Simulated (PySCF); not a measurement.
**Working with the constants of BrF**

RHF-CCSD(T) constants of BrF, ¹Σ⁺ (singlet), closed shell (basis Br def2-TZVPP, F def2-TZVPP; no relativity; PySCF 2.14; masses 78.9183 and 18.9984 u):

* ωe: 671.1 cm⁻¹
* ωexe: 3.9 cm⁻¹
* Be: 0.3532 cm⁻¹
* αe: 0.00260 cm⁻¹
* D (centrifugal): 3.91e-07 cm⁻¹
* De to Br + F: 2.50 eV

Task: Give the band origin of the fundamental and the first lines of its P and R branches.

Result: ν0 = ωe − 2ωexe = 663.3 cm⁻¹, B0 = 0.35190, B1 = 0.34930 cm⁻¹.

```
J″  P(J″) − ν0  R(J″) − ν0
 0                   0.699
 1      -0.704       1.392
 2      -1.413       2.080
 3      -2.127       2.763
 4      -2.846       3.441
 5      -3.571       4.113
 6      -4.300       4.780
```

Task: Near which J would the R branch turn back, without centrifugal distortion?

Result: At J ≈ (B0 + B1)/(2(B0 − B1)) − 1 ≈ 130.

Correlated steps freeze 10 core orbitals. Where the molecule has an RHF reference, its open-shell atoms are computed with UHF.
